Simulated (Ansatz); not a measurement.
Job for Ansatz (an electronic-structure program): R-BLYP/def2-TZVPP on BH5O2Si (SMILES OB(O)[SiH3]), a point of a torsion scan.

Ansatz 0.2 input:
```yaml
crystal:
  periodic: [false, false, false]
  atoms:
    - {symbol: O, position_ang: [-1.46414787, -1.10399993, -0.12553810]}
    - {symbol: B, position_ang: [-0.69386043, -0.01610114, 0.08408021]}
    - {symbol: O, position_ang: [-1.35850150, 1.12918299, 0.42258334]}
    - {symbol: Si, position_ang: [1.26186641, -0.20052755, -0.11825924]}
    - {symbol: H, position_ang: [-2.40751385, -0.96151589, -0.01471999]}
    - {symbol: H, position_ang: [-0.84309327, 1.91783263, 0.57793131]}
    - {symbol: H, position_ang: [1.72717430, -1.53790665, -0.48883937]}
    - {symbol: H, position_ang: [1.99387204, 0.16310598, 1.10988989]}
    - {symbol: H, position_ang: [1.81478905, 0.72125118, -1.12869187]}
basis:
  gaussian:
    orbitals: def2-TZVPP
hamiltonian:
  xc: {name: BLYP}
scf: {lower_state_search: off}
```

It printed:

```
WARN ansatz: RAYON_NUM_THREADS=1 ignored (pool sized by the plan → 1); use --threads N
Functional definition: BLYP
these checks for a lower state are left out or cut short: stability, starts, cluster_reference, orbital_swaps, neighbouring_geometries, increment
integrals: 0.11 GiB planned
1054 factors; their error is unknown
mean field: 0.78 GiB planned
mean field evaluation 1: about -12722.0372 eV, gradient 8.2e1 eV
mean field evaluation 2: about -12682.9591 eV, gradient 1.6e2 eV
mean field evaluation 4: about -12732.9418 eV, gradient 7.5e0 eV
mean field evaluation 8: about -12733.0731 eV, gradient 2.5e-1 eV
mean field evaluation 16: about -12733.0529 eV, gradient 6.1e-5 eV
mean field -12733.05285461 eV, -467.9310616339 hartree, gradient 4.4e-6 eV, S^2 0.000000; 0 other end points of the search recorded, 0 dependent functions left out
reference -12733.05320647 eV, -467.9310745643 hartree; 20, 20 occupied and 185, 185 virtual orbitals, 1054 factors
Total energy: -12733.05320647 eV, -467.9310745643 hartree
Checks for a lower state left out: stability, starts, cluster_reference, orbital_swaps, neighbouring_geometries, increment
```

The calculation finished and met its thresholds.

Cost: about 1.8 core-seconds (a rough figure).
